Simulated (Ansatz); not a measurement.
Two structures of AlNH₆O₃, closed shell, reached by relaxing down either side of one saddle point (PBE0-D4/def2-TZVP). Energies are electronic, without zero-point energy. Program: Ansatz 0.2.0. Basis: def2-TZVPP and def2-QZVPP. Cores are frozen in the correlated methods. Extrapolation: Hartree–Fock as exp(−7.88 √X), correlation as X^−2.97. First:

```json
{"atom": "Al1", "x (Å)": "0.1347", "y (Å)": "-0.5097", "z (Å)": "0.0024"}
{"atom": "O2", "x (Å)": "1.2264", "y (Å)": "-0.5147", "z (Å)": "-1.3305"}
{"atom": "O3", "x (Å)": "0.8120", "y (Å)": "-0.6150", "z (Å)": "1.5830"}
{"atom": "O4", "x (Å)": "-1.4203", "y (Å)": "-1.2094", "z (Å)": "-0.2426"}
{"atom": "H5", "x (Å)": "0.1924", "y (Å)": "1.9455", "z (Å)": "-0.6715"}
{"atom": "N6", "x (Å)": "-0.3798", "y (Å)": "1.4376", "z (Å)": "-0.0054"}
{"atom": "H7", "x (Å)": "1.0943", "y (Å)": "-1.1119", "z (Å)": "-2.0634"}
{"atom": "H8", "x (Å)": "1.7017", "y (Å)": "-0.9372", "z (Å)": "1.7094"}
{"atom": "H9", "x (Å)": "-1.7631", "y (Å)": "-1.8588", "z (Å)": "0.3673"}
{"atom": "H10", "x (Å)": "-1.3551", "y (Å)": "1.5373", "z (Å)": "-0.2660"}
{"atom": "H11", "x (Å)": "-0.2433", "y (Å)": "1.8364", "z (Å)": "0.9173"}
```

Second:

```csv
atom,x (Å),y (Å),z (Å)
Al1,-0.0239,-0.2021,0.3682
O2,1.0663,-0.1500,-1.2879
O3,0.9872,-0.5037,1.7098
O4,-1.0356,-1.4139,-0.3288
H5,0.8290,0.7671,-1.5142
N6,-0.5221,1.5276,0.1893
H7,0.6073,-0.7349,-1.9057
H8,1.4216,-1.3404,1.8557
H9,-1.6641,-1.9359,0.1628
H10,-1.4580,1.7661,-0.1017
H11,-0.2078,2.2201,0.8525
```

Question: Which bonds change from the first to the second?

Answer: AlH₃O₃ ([OH][Al]([OH])[OH]) + NH₃ → AlNH₄O₂ ([NH2][Al]([OH])[OH]) + H₂O (still joined by a long Al–O bond); bonds formed: O2–H5; dative contacts that become bonds: Al1–N6; bonds broken: H5–N6; bonds weakened to dative contacts: Al1–O2.

Question: Give the saddle point's structure and its height above each. (To be estimated.)

Answer: The calculation gives: 26.79 kcal/mol above the first and 5.06 kcal/mol above the second (CCSD(T) at an estimated basis limit (MP2 extrapolated from triple and quadruple zeta, plus CCSD(T) − MP2 in triple zeta)).
Al1  (0.014, -0.362, 0.303)
O2  (1.025, -0.012, -1.267)
O3  (0.940, -0.566, 1.717)
O4  (-1.160, -1.482, -0.244)
H5  (0.460, 0.945, -1.064)
N6  (-0.394, 1.452, -0.007)
H7  (0.744, -0.452, -2.074)
H8  (1.389, -1.375, 1.951)
H9  (-1.671, -2.031, 0.345)
H10  (-1.336, 1.717, -0.259)
H11  (-0.010, 2.165, 0.597)
(Å)

The T1 diagnostic stays at or below 0.012.

Labels in which every atom is bracketed show which atoms are joined, not bond orders.

For scale, one of the runs: CCSD(T)/def2-TZVPP, 250 basis functions, launched by `ansatz run in.yaml --threads 8 --pin off --events-out ev --progress --plain --max-ram 19148MiB`. Time: 93 s of wall clock on 8 CPU threads of an Arm Neoverse V2; the host was shared. Peak host memory: 5.6 GiB.
